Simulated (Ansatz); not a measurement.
Molecule: sum formula HSiOCl2, charge 0, multiplicity 2. It need not be the lowest isomer of its formula. 
Geometry from a B3LYP-D3(BJ)/def2-TZVP (Ansatz, a quantum-chemistry and plane-wave program) optimisation:
```xyz
5

O     -0.1808     1.8145    -0.6965
Si    -0.0287     0.4936     0.2800
Cl     1.7025    -0.5267    -0.0707
Cl    -1.5925    -0.7998     0.0729
H     -0.0227     1.1224     1.6142
```
Charge 0, spin multiplicity 2.

Atomisation energy built up term by term with Ansatz (kcal/mol; UHF references for open shells; valence terms freeze the core; atomic spin-orbit terms are left out). Basis-set limits of correlation are two-point, X^-3; Hartree-Fock from the larger set (for Q and 5 zeta extrapolated as (X+1)exp(-9√X)).

```csv
term,basis,kcal/mol
Hartree-Fock,"CBS(cc-pV(Q+d)Z,cc-pV(5+d)Z)",270.42
CCSD correlation,"CBS(cc-pV(Q+d)Z,cc-pV(5+d)Z)",?
(T),"CBS(cc-pV(Q+d)Z,cc-pV(5+d)Z)",?
core correlation,cc-pwCVTZ,0.28
scalar relativity (X2C),cc-pVTZ-DK against cc-pVTZ,-1.31
sum: De,,?
```

### Question
What belongs in the gaps?

### Answer

- CCSD correlation, kcal/mol: 93.74
- (T), kcal/mol: 8.75
- sum: De, kcal/mol: 371.9
